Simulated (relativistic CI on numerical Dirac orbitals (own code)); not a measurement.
# Tb⁵⁶⁺: computed level list

Calculated at this level of theory: Dirac-Coulomb-Breit CI, orbitals from a KLI potential per configuration, model QED, unscaled Slater integrals (own radial code, finite nucleus).

Configuration list (outside the closed core 1s2): 2s2 2p5, 2s 2p6, 2p6 3s, 2p6 3p, 2p6 3d, 2s2 2p4 3s, 2s2 2p4 3p, 2s2 2p4 3d, 2s 2p5 3s, 2s 2p5 3p, 2s 2p5 3d, 2s2 2p4 4s, 2s2 2p4 4p, 2s2 2p4 4d, 2s2 2p4 4f, 2s2 2p3 3s2, 2s 2p5 4s, 2s 2p5 4p, 2s2 2p3 3s 3p, 2s 2p5 4d, 2s 2p5 4f, 2s2 2p4 5s, 2s2 2p4 5p, 2s2 2p3 3s 3d, 2s2 2p4 5d, 2s2 2p3 3p2, 2s2 2p4 5f, 2s2 2p4 5g, 2s2 2p3 3p 3d, 2s 2p4 3s2, 2s2 2p3 3d2, 2s 2p4 3s 3p, 2s 2p4 3s 3d, 2s 2p4 3p2, 2s 2p5 5s, 2s 2p5 5p. Levels of other configurations are missing.

The lowest level is 2s2 2p5 2P°_3/2, with 100 % of that term; Hund's rules for 2s2 2p5 give 2P° with J = 3/2, in agreement.

```
No.  Configuration  Term    J   E (eV)    %       jj configuration (%)
  1        2s2 2p5   2P°  3/2     0.00  100              2p3/2^3 (100)
  2        2s2 2p5   2P°  1/2   769.21  100        2p1/2 2p3/2^4 (100)
  3         2s 2p6    2S  1/2  1164.85  100                   2s (100)
  4     2p4(3P) 3s    4P  5/2  6443.46   69           2p3/2^2 3s (100)
  5     2p4(3P) 3s    2P  3/2  6452.85   56           2p3/2^2 3s (100)
  6     2p4(1S) 3s    2S  1/2  6497.42   64           2p3/2^2 3s (100)
  7     2p4(3P) 3p   4P°  3/2  6555.84   32        2p3/2^2 3p1/2 (100)
  8     2p4(3P) 3p   2D°  5/2  6558.22   36        2p3/2^2 3p1/2 (100)
  9     2p4(1S) 3p   2P°  1/2  6606.71   73         2p3/2^2 3p1/2 (99)
 10     2p4(3P) 3p   2D°  5/2  6769.47   50        2p3/2^2 3p3/2 (100)
 11     2p4(3P) 3p   4D°  7/2  6769.75   69        2p3/2^2 3p3/2 (100)
 12     2p4(1D) 3p   2P°  1/2  6770.49   50        2p3/2^2 3p3/2 (100)
 13     2p4(3P) 3p   2P°  3/2  6810.43   46        2p3/2^2 3p3/2 (100)
 14     2p4(1S) 3p   2P°  3/2  6831.45   68         2p3/2^2 3p3/2 (99)
 15     2p4(3P) 3d    4D  3/2  6894.50   33        2p3/2^2 3d3/2 (100)
 16     2p4(3P) 3d    4D  5/2  6896.61   37         2p3/2^2 3d3/2 (97)
 17     2p4(3P) 3d    2F  7/2  6898.40   37        2p3/2^2 3d3/2 (100)
 18     2p4(3P) 3d    4P  1/2  6899.78   49         2p3/2^2 3d3/2 (98)
 19     2p4(1D) 3d    2F  7/2  6945.06   50        2p3/2^2 3d5/2 (100)
 20     2p4(3P) 3d    4F  9/2  6945.96   69        2p3/2^2 3d5/2 (100)
 21     2p4(1S) 3d    2D  3/2  6946.34   68         2p3/2^2 3d3/2 (91)
 22     2p4(3P) 3d    2P  1/2  6958.01   58         2p3/2^2 3d5/2 (98)
 23     2p4(3P) 3d    2D  5/2  6978.88   50         2p3/2^2 3d5/2 (98)
 24     2p4(3P) 3d    2P  3/2  6981.09   47         2p3/2^2 3d5/2 (90)
 25     2p4(1S) 3d    2D  5/2  7008.32   69         2p3/2^2 3d5/2 (99)
 26     2p4(3P) 3s    4P  3/2  7214.56   87     2p1/2 2p3/2^3 3s (100)
 27     2p4(3P) 3s    2P  1/2  7222.80   66     2p1/2 2p3/2^3 3s (100)
 28     2p4(1D) 3s    2D  5/2  7234.31   69     2p1/2 2p3/2^3 3s (100)
 29     2p4(1D) 3s    2D  3/2  7239.22   67     2p1/2 2p3/2^3 3s (100)
 30     2p4(3P) 3p   4P°  1/2  7323.27   52  2p1/2 2p3/2^3 3p1/2 (100)
```

Energies count from the lowest computed level; ° marks odd parity. Percentages are summed over parent terms; the parents shown are those of the largest component, closed shells are left out there. Filled j subshells are mostly left out of the jj labels.

The mean weight of the leading LS term, summed over parents, in these 30 levels is 61 %, and that of the leading jj configuration (from the same eigenvectors) 99 %, so jj coupling describes them better and the LS labels are nominal.

At this charge energies of transitions that change n are usually good to better than 1 %, and those within a shell (Δn = 0) to a few per cent.

LS names give the leading component of a level, which can be under half, so a name can repeat, a term be missing and a line seem to break the LS rules.
